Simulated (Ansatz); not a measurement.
**Molecular dynamics, step by step**

H₃TeCl (SMILES Cl.[TeH2]), singlet, HF/def2-SVP (Ansatz 0.2.0). Settings (timestep in fs, temperature in K; T counts 9 degrees of freedom):

```yaml
hamiltonian: {xc: hf}
md: {n_steps: 80, timestep: 0.25, temperature: 1500, ensemble: nve, seed: 62, initial_velocities: maxwell_boltzmann}
```

Start (the SMILES describes the start alone):

```json
{"atom": "Cl1", "x (Å)": "0.2346", "y (Å)": "0.7697", "z (Å)": "-2.5681"}
{"atom": "H2", "x (Å)": "0.3446", "y (Å)": "0.3063", "z (Å)": "-1.3602"}
{"atom": "Te3", "x (Å)": "0.5111", "y (Å)": "-0.6436", "z (Å)": "1.1422"}
{"atom": "H4", "x (Å)": "-1.0367", "y (Å)": "-1.2219", "z (Å)": "1.0365"}
{"atom": "H5", "x (Å)": "-0.0535", "y (Å)": "0.7895", "z (Å)": "1.7496"}
```

| step | time (fs) | potential energy less the start (meV) | kinetic energy (meV) | T (K) |
| --- | --- | --- | --- | --- |
| 0 | 0.00 | 0.0 | 581.7 | 1500 |
| 5 | 1.25 | 47.1 | 534.6 | 1379 |
| 10 | 2.50 | 105.9 | 476.0 | 1227 |
| 15 | 3.75 | 150.8 | 431.0 | 1112 |
| 20 | 5.00 | 187.8 | 394.0 | 1016 |
| 25 | 6.25 | 230.1 | 351.7 | 907 |
| 30 | 7.50 | 257.4 | 324.5 | 837 |
| 35 | 8.75 | 249.7 | 332.1 | 857 |
| 40 | 10.00 | 230.4 | 351.4 | 906 |
| 45 | 11.25 | 214.4 | 367.4 | 947 |
| 50 | 12.50 | 184.9 | 397.0 | 1024 |
| 55 | 13.75 | 136.4 | 445.3 | 1148 |
| 60 | 15.00 | 102.0 | 479.7 | 1237 |
| 65 | 16.25 | 121.7 | 460.0 | 1186 |
| 70 | 17.50 | 182.9 | 398.9 | 1029 |
| 75 | 18.75 | 232.4 | 349.5 | 901 |
| 80 | 20.00 | 267.7 | 314.0 | 810 |

Step 40, positions (Å) and forces (eV/Å):

```json
{"atom": "Cl1", "x": "0.243", "y": "0.753", "z": "-2.513", "Fx": "-0.040", "Fy": "0.133", "Fz": "-0.212"}
{"atom": "H2", "x": "0.029", "y": "0.431", "z": "-1.299", "Fx": "0.033", "Fy": "-0.041", "Fz": "-0.197"}
{"atom": "Te3", "x": "0.513", "y": "-0.641", "z": "1.129", "Fx": "-1.796", "Fy": "0.412", "Fz": "0.433"}
{"atom": "H4", "x": "-1.127", "y": "-1.091", "z": "1.232", "Fx": "0.991", "Fy": "-0.434", "Fz": "-0.056"}
{"atom": "H5", "x": "-0.245", "y": "0.855", "z": "1.194", "Fx": "0.812", "Fy": "-0.070", "Fz": "0.032"}
```

Step 50, positions (Å) and forces (eV/Å):

| atom | x | y | z | Fx | Fy | Fz |
| --- | --- | --- | --- | --- | --- | --- |
| Cl1 | 0.246 | 0.750 | -2.502 | -0.299 | -0.123 | 0.860 |
| H2 | -0.051 | 0.445 | -1.263 | 0.288 | 0.218 | -1.309 |
| Te3 | 0.513 | -0.640 | 1.127 | -1.384 | 0.120 | 0.391 |
| H4 | -1.100 | -1.155 | 1.267 | 0.895 | -0.148 | -0.023 |
| H5 | -0.176 | 0.876 | 1.060 | 0.500 | -0.067 | 0.081 |

Step 55, positions (Å) and forces (eV/Å):

```tsv
atom	x	y	z	Fx	Fy	Fz
Cl1	0.247	0.748	-2.496	-0.275	-0.065	0.651
H2	-0.085	0.456	-1.271	0.259	0.163	-1.109
Te3	0.512	-0.640	1.125	-0.848	0.007	0.357
H4	-1.065	-1.191	1.284	0.568	-0.059	0.001
H5	-0.129	0.885	0.994	0.296	-0.046	0.101
```

Last step (80):

```
5
angstrom
Cl 0.2514 0.7403 -2.4665
H -0.2686 0.5002 -1.3451
Te 0.5089 -0.6367 1.1195
H -0.9032 -1.3769 1.3763
H 0.1120 0.9139 0.6964
```

Hardware: 2 CPU threads of an Arm Neoverse V2, shared host. Wall time about 31 s.
